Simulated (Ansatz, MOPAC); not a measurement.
Species: C$_{2}$H$_{2}$O, net charge 0, singlet state. SMILES: C#CO
Coordinates optimised at B3LYP-D3(BJ)/def2-TZVP (Ansatz, a first-principles code):
```xyz
5

C      1.3080    -0.1153    -0.1364
C      0.1216    -0.0059    -0.0156
O     -1.1689     0.1846     0.0722
H      2.3584    -0.2191    -0.2392
H     -1.5848    -0.5301     0.5735
```
Charge 0, spin multiplicity 1.

Wanted: enthalpy of formation at 298 K, in kcal/mol. Conventions: 6-311+G** with 5d; LANL2DZ all-electron up to Ne; six Cartesian d functions in 6-31G* and its kin unless marked 5d; valence correlation only; spin-orbit terms left out; non-relativistic; open shells spin-unrestricted; dispersion terms only where a functional's name holds one. CBS marks a two-point X^-3 extrapolation of the correlation energy; Hartree-Fock from the larger set. Ab initio and DFT rows: single points at B3LYP-D3(BJ) geometries (Ansatz), with unscaled harmonic terms from B3LYP/6-31G* (Ansatz) at its own minima, enthalpies of formation by atomisation with measured atoms. Semi-empirical rows: MOPAC heats of formation at their own minima for 298 K.

Measured values: Active Thermochemical Tables 1.112 (ions: stationary electron), as tabulated in the package chemicals; they hold spin-orbit and core effects, anharmonicity. 

Value to compare with, the measured value: 22.2 kcal/mol.

```json
[
 {"level": "AM1", "program": "MOPAC", "enthalpy of formation at 298 K (kcal/mol)": "18.8", "error": "-3.4"},
 {"level": "MNDO", "program": "MOPAC", "enthalpy of formation at 298 K (kcal/mol)": "12.4", "error": "-9.8"},
 {"level": "HF/3-21G", "program": "Ansatz", "enthalpy of formation at 298 K (kcal/mol)": "222.1", "error": "199.9"},
 {"level": "SVWN5/6-31G*", "program": "Ansatz", "enthalpy of formation at 298 K (kcal/mol)": "-61.9", "error": "-84.1"},
 {"level": "PBE/LANL2DZ", "program": "Ansatz", "enthalpy of formation at 298 K (kcal/mol)": "37.6", "error": "15.4"},
 {"level": "PBE/6-31G*", "program": "Ansatz", "enthalpy of formation at 298 K (kcal/mol)": "8.9", "error": "-13.3"},
 {"level": "B3LYP/LANL2DZ", "program": "Ansatz", "enthalpy of formation at 298 K (kcal/mol)": "64.7", "error": "42.5"},
 {"level": "B3LYP/def2-SVP", "program": "Ansatz", "enthalpy of formation at 298 K (kcal/mol)": "21.9", "error": "-0.3"},
 {"level": "PBE0/6-311+G**", "program": "Ansatz", "enthalpy of formation at 298 K (kcal/mol)": "25.1", "error": "2.9"},
 {"level": "wB97M-V/def2-TZVPD", "program": "Ansatz", "enthalpy of formation at 298 K (kcal/mol)": "22.3", "error": "0.1"},
 {"level": "wB97X-V/def2-TZVPD", "program": "Ansatz", "enthalpy of formation at 298 K (kcal/mol)": "25.9", "error": "3.7"},
 {"level": "CCSD(T)/CBS(cc-pVTZ,cc-pVQZ)", "program": "Ansatz", "enthalpy of formation at 298 K (kcal/mol)": "24.1", "error": "1.9"}
]
```

Among the 9 habitual levels, HF/3-21G lies farthest from the measured value (199.9 kcal/mol) and B3LYP/def2-SVP nearest (-0.3); 4 of 9 lie above it, and their mean absolute error is 41.3 kcal/mol, the median 13.3. One case shows no general order.

The levels are drawn from those run, B3LYP/6-31G* more often than the rest, none by its result; left out are runs that failed, that the program found above a lower state of the same kind, or whose <S^2> lies over 0.5 above the pure value.
